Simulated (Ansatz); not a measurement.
`BC1=CC1F` + `[SiH3][GaH][SH]` → `B[S][GaH][SiH3]` + `FC1C=C1` at 298.15 K and 1 bar (ligand exchange at a B–C bond).

Calculated with Ansatz (gas phase, PBE0-D4/def2-TZVP geometries, no zero-point term in ΔE). CCSD(T)/CBS is the MP2 limit (def2-TZVPP, def2-QZVPP) plus CCSD(T) − MP2 in def2-TZVPP, frozen cores. For Ga outer-core shells are correlated without core-valence functions, which leaves a few kJ/mol of doubt a bond. Scalar relativity is left out up to krypton. Each species was taken in one conformer, which may not be the lowest.

```json
{"species": "`BC1=CC1F`", "CCSD(T)/CBS energy (Eh)": "-241.03882", "H − E (kJ/mol)": "174.0", "S (J/(mol·K))": "307.7"}
{"species": "`[SiH3][GaH][SH]`", "CCSD(T)/CBS energy (Eh)": "-2613.82650", "H − E (kJ/mol)": "127.4", "S (J/(mol·K))": "349.8"}
{"species": "`B[S][GaH][SiH3]`", "CCSD(T)/CBS energy (Eh)": "-2639.22992", "H − E (kJ/mol)": "166.4", "S (J/(mol·K))": "375.9"}
{"species": "`FC1C=C1`", "CCSD(T)/CBS energy (Eh)": "-215.65206", "H − E (kJ/mol)": "141.3", "S (J/(mol·K))": "267.3"}
```

H − E and S are ideal-gas, rigid-rotor, harmonic terms from PBE0-D4/def2-TZVP, for one conformer and one mirror image of each species. 1 Eh = 2625.50 kJ/mol, R = 8.31446 J/(mol·K).

Problem. By hand: ΔE, ΔH, ΔS and ΔG.

Solution. ΔE = (-2639.22992) + (-215.65206) − (-241.03882) − (-2613.82650) = -0.01666 Eh = -43.7 kJ/mol. Δ(H − E) = 166.4 + 141.3 − 174.0 − 127.4 = 6.3, so ΔH = -37.4 kJ/mol. ΔS = 375.9 + 267.3 − 307.7 − 349.8 = -14.3 J/(mol·K). ΔG = -37.4 − 298.15 × (-14.3)/1000 = -33.1 kJ/mol.

Problem. By hand: the equilibrium constant, and the temperature at which ΔG would vanish if ΔH and ΔS stayed fixed.

Solution. log₁₀ K = −ΔG/(RT ln 10) = 5.8. ΔG = 0 at ΔH/ΔS = 2615 K, far beyond where these terms or the molecules hold.

The number of gas molecules stays the same, so ΔS is small and ΔH decides. A doubt of 5 kJ/mol in ΔE shifts log₁₀ K by 0.9 here. Other conformers and mirror images would add mixing entropy, several J/(mol·K) or more a flexible species. Modes under 60 cm⁻¹, often nearly free rotors, make the harmonic entropy too high. These are equilibria of isolated gas molecules and say nothing of rates. Largest T1 diagnostic: 0.014 (customary marks: 0.02 for closed shells, 0.045 for open ones).
